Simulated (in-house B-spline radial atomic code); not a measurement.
A fraction x of an electron is moved 3p → 4s in Cu, starting from [Ar] 3d10 4s1 and keeping the highest spin. Method: scalar-relativistic (X2C) r2SCAN, spin-polarised, spherical fractional occupations, Fermi nucleus of rms radius 3.8823 fm. Calculated with an all-electron radial atomic-structure program (B-spline basis).

```json
{"x": "0", "E(x) - E(0) (eV)": "0.0000", "3p down level (eV)": "-74.281", "4s down level (eV)": "-"}
{"x": "0.125", "E(x) - E(0) (eV)": "8.8618", "3p down level (eV)": "-74.872", "4s down level (eV)": "-3.840"}
{"x": "0.25", "E(x) - E(0) (eV)": "17.7592", "3p down level (eV)": "-75.491", "4s down level (eV)": "-4.162"}
{"x": "0.375", "E(x) - E(0) (eV)": "?", "3p down level (eV)": "?", "4s down level (eV)": "?"}
{"x": "0.5", "E(x) - E(0) (eV)": "35.6665", "3p down level (eV)": "-76.800", "4s down level (eV)": "-4.854"}
{"x": "0.625", "E(x) - E(0) (eV)": "44.6826", "3p down level (eV)": "-77.483", "4s down level (eV)": "-5.168"}
{"x": "0.75", "E(x) - E(0) (eV)": "?", "3p down level (eV)": "?", "4s down level (eV)": "?"}
{"x": "0.875", "E(x) - E(0) (eV)": "62.8579", "3p down level (eV)": "-78.895", "4s down level (eV)": "-5.793"}
{"x": "1", "E(x) - E(0) (eV)": "72.0223", "3p down level (eV)": "-79.621", "4s down level (eV)": "-6.089"}
```

**Question.** What belongs in the row x = 0.375?

**Answer.** An energy change of 26.6940 eV; 3p down at -76.135 eV, 4s down at -4.507 eV.

**Question.** What belongs in the row x = 0.75?

**Answer.** An energy change of 53.7457 eV; 3p down at -78.182 eV, 4s down at -5.485 eV.

**Question.** Check Janak's theorem between x = 0.125 and 0.25.

**Answer.** The slope of the energy is 71.18 eV; the orbital levels give 71.18 eV (ε of the receiving orbital less ε of the emptying one, averaged over the two points).
